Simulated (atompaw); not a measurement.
**Reading a pseudo-wave (nitrogen)**

Columns: radius, all-electron u(r) and pseudo u(r) of the 2p shell (level -37.36 eV) of nitrogen in the configuration [He] 2s2 2p1; PBEsol, scalar-relativistic, PAW (atompaw) scheme, atompaw 4.2.0.5.

| r (bohr) | all-electron | pseudo |
| --- | --- | --- |
| 0.067 | 0.0458 | 0.0079 |
| 0.135 | 0.1492 | 0.0316 |
| 0.202 | 0.2718 | 0.0696 |
| 0.269 | 0.3959 | 0.1202 |
| 0.337 | 0.5127 | 0.1824 |
| 0.404 | 0.6137 | 0.2517 |
| 0.471 | 0.6986 | 0.3261 |
| 0.538 | 0.7678 | 0.4025 |
| 0.606 | 0.8224 | 0.4790 |
| 0.673 | 0.8615 | 0.5506 |
| 0.740 | 0.8871 | 0.6158 |
| 0.808 | 0.9008 | 0.6732 |
| 0.875 | 0.9038 | 0.7196 |
| 0.942 | 0.8978 | 0.7548 |
| 1.010 | 0.8842 | 0.7786 |
| 1.077 | 0.8646 | 0.7903 |
| 1.144 | 0.8400 | 0.7910 |
| 1.212 | 0.8112 | 0.7817 |
| 1.279 | 0.7800 | 0.7639 |
| 1.346 | 0.7466 | 0.7392 |
| 1.413 | 0.7120 | 0.7094 |
| 1.481 | 0.6760 | 0.6757 |
| 1.548 | 0.6403 | 0.6406 |
| 1.615 | 0.6048 | 0.6050 |
| 1.683 | 0.5692 | 0.5693 |
| 1.750 | 0.5350 | 0.5350 |

Question: How many radial nodes do the two functions have?

Answer: The all-electron 2p function has n − l − 1 = 0; the pseudo-wave has 0.

Question: Where does each function peak?

Answer: Outermost all-electron maximum near 0.88 bohr, pseudo maximum near 1.14 bohr (to the table’s step).

Question: Is the pseudo-wave norm-conserving?

Answer: No, it belongs to a PAW set: the norm inside the radius is not constrained, and the difference is carried by the augmentation charge.
